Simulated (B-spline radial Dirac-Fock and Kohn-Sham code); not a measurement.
## Hf 5s: cross section and angular parameters

System: atomic hafnium, [Xe] 4f14 5d2 6s2; threshold 64.20 eV (tabulated edge). Method: Dirac-Hartree-Slater photoionisation with a Latter tail; cross sections with all multipoles, angular parameters from the dipole term and its interference with E2. Computed with a radial B-spline solver.

For linearly polarised light dσ/dΩ = σ/(4π) [1 + β P₂(cos θ) + (δ + γ cos²θ) sin θ cos φ], with θ from the polarisation vector and φ the angle between the beam and the projection of the electron momentum on the plane normal to the polarisation.

```tsv
hν (eV)	σ (kb)	β	γ
87.7	56.3	0.687	-0.294
100	63.0	1.066	-0.202
116	67.7	1.340	-0.090
150	66.6	1.589	0.068
228	52.5	1.762	0.245
230	52.1	1.764	0.248
254	47.7	1.786	0.278
296	41.1	1.814	0.318
417	28.4	1.858	0.387
441	26.5	1.864	0.395
844	11.0	1.907	0.422
1000	8.59	1.915	0.408
1150	6.96	1.921	0.388
1860	3.25	1.936	0.268
2060	2.75	1.938	0.233
2110	2.64	1.939	0.225
2860	1.57	1.946	0.107
3150	1.33	1.947	0.068
4820	?	?	?
5414.7	0.497	1.955	-0.117
6000	0.410	1.956	-0.137
6850	0.318	1.957	-0.151
7650	0.257	1.958	-0.150
8047.8	0.233	1.959	-0.146
8250	0.222	1.959	-0.143
9251.7	0.177	1.960	-0.121
12400	0.0985	1.961	0.008
```

Q: Give the values at 4820 eV.

A: σ = 0.617 kb, β = 1.954, γ = -0.086. For an s subshell δ is negligible.
